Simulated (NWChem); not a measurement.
All runs are NWChem calculations. System: H₃BS, charge 0, spin multiplicity 1, at a geometry optimised with PBE/def2-SVP. The structure started from a generated list of species. Level: CCSD(T)/STO-3G, 6 core orbitals frozen.

The NWChem input:

```
start mol
memory heap 100 mb stack 700 mb global 1900 mb
geometry units angstroms nocenter noautoz
  B      0.802598     0.919403     0.000000
  H      0.366469     2.050711     0.000000
  H      1.988203     0.670954     0.000000
  S     -0.423107    -0.366555     0.000000
  H      0.402052    -1.453794     0.000000
  symmetry group Cs
end
basis spherical
  * library sto-3g
end
scf
  rhf
  nopen 0
  maxiter 100
  thresh 1e-7
  semidirect memsize 60000000 filesize 0
end
tce
  freeze core 6
  ccsd(t)
  2eorb
  2emet 13
  thresh 1e-6
  maxiter 100
  tilesize 24
end
task tce energy
```

NWChem printed:

```
             Northwest Computational Chemistry Package (NWChem) 7.3.0
             --------------------------------------------------------

                                NWChem Input Module
                                -------------------

 Scaling coordinates for geometry "geometry" by  1.889725989
 (inverse scale =  0.529177249)

 Turning off AUTOSYM since
 SYMMETRY directive was detected!

                             Geometry "geometry" -> ""
                             -------------------------

 Output coordinates in angstroms (scale by  1.889725989 to convert to a.u.)

  No.       Tag          Charge          X              Y              Z
 ---- ---------------- ---------- -------------- -------------- --------------
    1 B                    5.0000     0.80259800     0.91940300     0.00000000
    2 H                    1.0000     0.36646900     2.05071100     0.00000000
    3 H                    1.0000     1.98820300     0.67095400     0.00000000
    4 S                   16.0000    -0.42310700    -0.36655500     0.00000000
    5 H                    1.0000     0.40205200    -1.45379400     0.00000000

 Effective nuclear repulsion energy (a.u.)      42.6528598445

            Nuclear Dipole moment (a.u.)
            ----------------------------
        X                 Y               Z
 ---------------- ---------------- ----------------
     0.0000037795     0.0000113384     0.0000000000

      Symmetry information
      --------------------

 Group name             Cs
 Group number              2
 Group order               2
 No. of unique centers     5

      Symmetry unique atoms

     1    2    3    4    5


 Summary of "ao basis" -> "" (spherical)
 ------------------------------------------------------------------------------
       Tag                 Description            Shells   Functions and Types
 ---------------- ------------------------------  ------  ---------------------
 *                           sto-3g                   on all atoms

 Summary of "ao basis" -> "ao basis" (spherical)
 ------------------------------------------------------------------------------
       Tag                 Description            Shells   Functions and Types
 ---------------- ------------------------------  ------  ---------------------
 B                           sto-3g                  3        5   2s1p
 H                           sto-3g                  1        1   1s
 S                           sto-3g                  5        9   3s2p

                                 NWChem SCF Module
                                 -----------------

  ao basis        = "ao basis"
  functions       =    17
  atoms           =     5
  closed shells   =    12
  open shells     =     0
  charge          =   0.00
  wavefunction    = RHF
  use symmetry    = T
  symmetry adapt  = T

 Summary of "ao basis" -> "ao basis" (spherical)
 ------------------------------------------------------------------------------
       Tag                 Description            Shells   Functions and Types
 ---------------- ------------------------------  ------  ---------------------
 B                           sto-3g                  3        5   2s1p
 H                           sto-3g                  1        1   1s
 S                           sto-3g                  5        9   3s2p

      Symmetry analysis of basis
      --------------------------

        a'         14
        a"          3

 Forming initial guess at       0.0s

      Superposition of Atomic Density Guess
[...]
    15     -0.546891  4 S  py                 3     -0.462364  1 B  px
     7     -0.298774  3 H  s                  6     -0.224179  2 H  s
    17      0.215328  5 H  s                  1     -0.202063  1 B  s

 center of mass
 --------------
 x =  -0.07859038 y =  -0.01313375 z =   0.00000000

 moments of inertia (a.u.)
 ------------------
          72.927910420641         -52.073134786996           0.000000000000
         -52.073134786996          60.772358964119           0.000000000000
           0.000000000000           0.000000000000         133.700269384759

  Mulliken analysis of the total density
  --------------------------------------

    Atom       Charge   Shell Charges
 -----------   ------   -------------------------------------------------------
    1 B    5     4.92   1.99  1.02  1.91
    2 H    1     1.07   1.07
    3 H    1     1.07   1.07
    4 S   16    15.93   2.00  2.00  5.96  1.84  4.13
    5 H    1     1.02   1.02

       Multipole analysis of the density wrt the origin
       ------------------------------------------------

     L   x y z        total         open         nuclear
     -   - - -        -----         ----         -------
     0   0 0 0     -0.000000      0.000000     24.000000

     1   1 0 0      0.184824      0.000000      0.000004
     1   0 1 0     -0.286073      0.000000      0.000011
     1   0 0 1      0.000000      0.000000      0.000000

     2   2 0 0    -14.877283      0.000000     36.903474
     2   1 1 0     -0.754552      0.000000     27.397351
     2   1 0 1     -0.000000      0.000000      0.000000
     2   0 2 0    -13.858828      0.000000     46.943149
     2   0 1 1     -0.000000      0.000000      0.000000
     2   0 0 2    -13.281655      0.000000      0.000000

                   NWChem Extensible Many-Electron Theory Module
                   ---------------------------------------------


            General Information
            -------------------
      Number of processors :     1
         Wavefunction type : Restricted Hartree-Fock
          No. of electrons :    24
           Alpha electrons :    12
            Beta electrons :    12
           No. of orbitals :    34
            Alpha orbitals :    17
             Beta orbitals :    17
        Alpha frozen cores :     6
         Beta frozen cores :     6
     Alpha frozen virtuals :     0
      Beta frozen virtuals :     0
         Spin multiplicity : singlet
    Number of AO functions :    17
       Number of AO shells :    11
        Use of symmetry is : on
      Symmetry adaption is : on
         Schwarz screening : 0.10D-09

          Correlation Information
          -----------------------
          Calculation type : Coupled-cluster singles & doubles w/ perturbation
   Perturbative correction : (T)
            Max iterations :      100
        Residual threshold : 0.10D-05
     T(0) DIIS level shift : 0.00D+00
     L(0) DIIS level shift : 0.00D+00
     T(1) DIIS level shift : 0.00D+00
     L(1) DIIS level shift : 0.00D+00
     T(R) DIIS level shift : 0.00D+00
     T(I) DIIS level shift : 0.00D+00
   CC-T/L Amplitude update :  5-th order DIIS
                I/O scheme : Global Array Library
        L-threshold :  0.10D-05
        EOM-threshold :  0.10D-05
 no EOMCCSD initial starts read in
 TCE RESTART OPTIONS
 SLICE:      F
 D4D5:       F
 quantumc:   F
 qrotation:  F
 pwtce:      F
 qducc:      F
 nacto:                         0
 nrotv:                         0
 nrot:                          0

            Memory Information
            ------------------
          Available GA space size is     249036511 doubles
          Available MA space size is     104856396 doubles

 Maximum block size supplied by input
 Maximum block size        24 doubles

 tile_dim =      5

 -------------------------------------------------
   1    alpha     a'     5 doubles       0       1
   2    alpha     a"     1 doubles       5       2
   3    beta      a'     5 doubles       6       1
   4    beta      a"     1 doubles      11       2
   5    alpha     a'     4 doubles      12       5
   6    alpha     a"     1 doubles      16       6
   7    beta      a'     4 doubles      17       5
   8    beta      a"     1 doubles      21       6

 Global array virtual files algorithm will be used

 Parallel file system coherency ......... OK

 4-electron integrals stored in orbital form

 v2    file size   =             2893
 4-index algorithm nr.  13 is used
 imaxsize =       30
 imaxsize ichop =        0


CCSD iterations
 ---------------------------------------------------------
 Iter          Residuum       Correlation     Cpu    Wall
 ---------------------------------------------------------
    1   0.1063895713971  -0.0690258963918     0.0     0.0
    2   0.0383638550562  -0.0858937553389     0.0     0.0
    3   0.0163182483643  -0.0911298854063     0.0     0.0
    4   0.0075655262588  -0.0932711582533     0.0     0.0
    5   0.0039791094185  -0.0941472142639     0.0     0.0
    6   0.0006557381678  -0.0949637112723     0.0     0.0
    7   0.0002940401956  -0.0949767196235     0.0     0.0
    8   0.0001617735375  -0.0949920513908     0.0     0.0
    9   0.0000999882146  -0.0949988197462     0.0     0.0
   10   0.0000614530013  -0.0950034054094     0.0     0.0
   11   0.0000084015914  -0.0950104161788     0.0     0.0
   12   0.0000034095940  -0.0950112510054     0.0     0.0
   13   0.0000016211266  -0.0950115823317     0.0     0.0
   14   0.0000008506576  -0.0950117147958     0.0     0.0
 -----------------------------------------------------------------
 Iterations converged
 CCSD correlation energy / hartree =        -0.095011714795770
 CCSD total energy / hartree       =      -419.391649701385063

 Singles contributions

 Doubles contributions
 CCSD(T)
 Using plain CCSD(T) code
             total no. of tasks           26
 total no. of tasks / no. procs           26
                         wl_min            1           1.0
                         wl_max         8000           4.5
        thresh for no. of tasks           26

 CCSD[T]  correction energy / hartree =        -0.003090038948729
 CCSD[T] correlation energy / hartree =        -0.098101753744499
 CCSD[T] total energy / hartree       =      -419.394739740333819
 CCSD(T)  correction energy / hartree =        -0.002292113607893
 CCSD(T) correlation energy / hartree =        -0.097303828403662
 CCSD(T) total energy / hartree       =      -419.393941814992957

 Task  times  cpu:        1.0s     wall:        1.0s

 Total times  cpu:        1.0s     wall:        1.0s
```
